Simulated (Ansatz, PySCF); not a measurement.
Gas-phase reaction R1 + R2 → P1, each structure at its B3LYP-D3(BJ)/def2-TZVP stationary point, reached from a drawn start (curvature not checked).
P1: Cl4Pb (SMILES [Cl][Pb]([Cl])([Cl])[Cl]), charge 0, multiplicity 1.
R1: Cl2Pb (SMILES [Cl][Pb][Cl]), charge 0, multiplicity 1.
R2, Cl2 (SMILES ClCl) (charge 0, multiplicity 1):
```xyz
2

Cl     0.0000     0.0000    -1.0067
Cl     0.0000     0.0000     1.0067
```

P less R. No zero-point or thermal terms; no spin–orbit coupling.

Frozen-core correlation throughout. In cc and def2 sets filled d and f shells under p-block atoms count as core. CBS: X⁻³ extrapolation of the correlation energy, Hartree–Fock from the larger set.

Run with Ansatz (Gaussian orbitals); PySCF for the D3/D4 terms. No computed number here is a measurement. Elements past Kr take the def2 small-core potentials, without spin–orbit coupling.

### Question
What is the computed reaction energy (CCSD(T)/CBS(def2-TZVPP, def2-QZVPP))?

### Answer
-1.35 eV

### Question
Give the reaction energy at the level CAM-B3LYP-D4/def2-TZVPP.

### Answer
-1.13 eV

### Question
What reaction energy does MP2/CBS(def2-TZVPP, def2-QZVPP) give?

### Answer
-1.49 eV

Ansatz is an electronic-structure program.
